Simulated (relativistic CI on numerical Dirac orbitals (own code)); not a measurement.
## Racah parameters of the free ion Ni IV from its measured terms

Problem. The configuration 3p6 3d7 of Ni IV has the measured levels 4F: 2621.1 (J = 3/2), 2042.5 (J = 5/2), 1189.7 (J = 7/2), 0.0 (J = 9/2); 4P: 18958.4 (J = 1/2), 18366.8 (J = 3/2), 18118.6 (J = 5/2); 2G: 20947.6 (J = 7/2), 19829.6 (J = 9/2) cm⁻¹ (Corliss and Sugar, J. Phys. Chem. Ref. Data 10, 197 (1981)). Find B and C, and predict the term 2H.

Working.
1. Centres of gravity, weighted by 2J + 1: 4F 1152.0, 4P 18341.3, 2G 20326.5 cm⁻¹.
2. 4P − 4F = 15B gives B = 17189.3/15 = 1146 cm⁻¹.
3. 2G − 4F = 4B + 3C gives C = (19174.5 − 4583.8)/3 = 4864 cm⁻¹, and C/B = 4.24.
4. 2H − 4F = 9B + 3C = 24904 cm⁻¹.

Check. The measured centre of 2H lies 25965 cm⁻¹ above that of 4F, so the two-parameter theory misses by -1060 cm⁻¹; fits add the Trees term αL(L + 1) for such residues. The calculated radial integrals (Dirac-KLI orbitals, unscaled: F² = 106642, F⁴ = 66575 cm⁻¹) give B = F²/49 − 5F⁴/441 = 1422 and C = 35F⁴/441 = 5284 cm⁻¹, so the measured B is 81 % and C 92 % of them. A complex lowers B further; the nephelauxetic ratio is taken against the free-ion value found here.
